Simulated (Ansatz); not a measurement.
One change: `O=C=NBCl` becomes `O=C=N[SiH2]O`.

Ansatz, PBE0-D4/def2-TZVP geometries, multiplicity 1. Each molecule was computed in one conformer, which needn't be the lowest.

```
                                                                                  property  `O=C=NBCl`
                                        size of the dipole moment (ωB97M-V/def2-TZVPP) / D        0.70
                                                        HOMO energy (PBE0/def2-TZVPP) / eV       -9.13
ideal-gas entropy at 298 K and 1 bar (rigid rotor, harmonic PBE0-D4/def2-TZVP) / J/(mol·K)         315
                                                     LUMO energy (ωB97M-V/def2-TZVPP) / eV        0.20
                                                        LUMO energy (PBE0/def2-TZVPP) / eV       -1.89
                                            zero-point energy (PBE0-D4/def2-TZVP) / kJ/mol        73.5
```

(1) What does the change do to each property? (An estimate is asked.)

## Answers

(1) The calculation gave: 
```csv
property,`O=C=N[SiH2]O`,shift
size of the dipole moment (ωB97M-V/def2-TZVPP) / D,2.08,1.38
HOMO energy (PBE0/def2-TZVPP) / eV,-8.68,0.45
"ideal-gas entropy at 298 K and 1 bar (rigid rotor, harmonic PBE0-D4/def2-TZVP) / J/(mol·K)",342,27
LUMO energy (ωB97M-V/def2-TZVPP) / eV,1.58,1.38
LUMO energy (PBE0/def2-TZVPP) / eV,-0.13,1.76
zero-point energy (PBE0-D4/def2-TZVP) / kJ/mol,119.5,46.0
```

With PBE0 the HOMO rises by 0.45 eV and the LUMO rises by 1.76 eV, so the gap widens by about 1.31 eV. PBE moves the HOMO by 0.43 eV and ωB97M-V by 0.45 eV. The zero-point energy changes by 46.0 kJ/mol with +6 modes. Dipoles are sizes alone; their direction can turn. Modes under 60 cm⁻¹, often nearly free rotors, make the harmonic entropy too high.
